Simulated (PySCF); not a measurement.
Gas-phase reaction: 2 TiCl3OH + Cl2 → 2 TiCl4 + O + H2O

Method: PySCF energies plus ideal-gas RRHO corrections (1 bar). † marks an energy on the PBE0/def2-TZVP geometry and frequencies; other levels use their own. MP2 and CCSD(T) freeze the core. Open shells (unrestricted): O (multiplicity 3); the rest are closed-shell singlets. Spin-orbit splitting is ignored; it lowers the true energy and changes the entropy of O. B3LYP is the form with VWN-RPA correlation. TiCl3OH: computed as isolated molecules; such fragments, hydroxides, amides, oligomers or adducts are transient or little studied in the gas. MP2 isn't extrapolated to the basis-set limit. CCSD(T) isn't extrapolated to the basis-set limit. Warning, large T1 diagnostic: TiCl4, TiCl3OH (CCSD(T)/def2-SVP†).

```tsv
level	ΔH°(298 K), kJ
B3LYP/def2-TZVP†	(withheld)
BLYP/def2-TZVP†	(withheld)
CCSD(T)/def2-SVP†	238
MP2/def2-SVP†	248
MP2/def2-TZVPP†	267
PBE/def2-SVP	329
PBE/def2-TZVP†	323
PBE0/def2-QZVP†	(withheld)
PBE0/def2-SVP†	(withheld)
ωB97M-V/def2-TZVP†	300
ωB97X-V/def2-TZVP†	302
```

**Question.** Some entries are withheld; supply them.

**Answer.** 
- B3LYP/def2-TZVP†, ΔH°(298 K), kJ: 288
- BLYP/def2-TZVP†, ΔH°(298 K), kJ: 307
- PBE0/def2-QZVP†, ΔH°(298 K), kJ: 281
- PBE0/def2-SVP†, ΔH°(298 K), kJ: 281
